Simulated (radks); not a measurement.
Task: Neutral germanium is in [Ar] 3d10 4s2 4p(1/2: 2, 3/2: 0). Method: Dirac Kohn-Sham, relativistic LDA (MacDonald-Vosko exchange, VWN5 correlation), spin-unpolarised, spherical densities, finite nucleus; Fermi nuclear charge, rms radius of each element as measured or else 0.836 A^(1/3) + 0.57 fm; computed with a radial shooting solver on a logarithmic mesh with Libxc functionals. Sub-shells are occupied by j as written (lower j first in brackets). One electron is removed from 4s1/2, 3d5/2, 3d3/2, 4p1/2 in turn, with full relaxation. Which removal costs least, and what does each cost?

Result: 4p1/2 7.723 eV; 4s1/2 16.285 eV; 3d5/2 38.586 eV; 3d3/2 39.212 eV. The 4p1/2 electron leaves first.
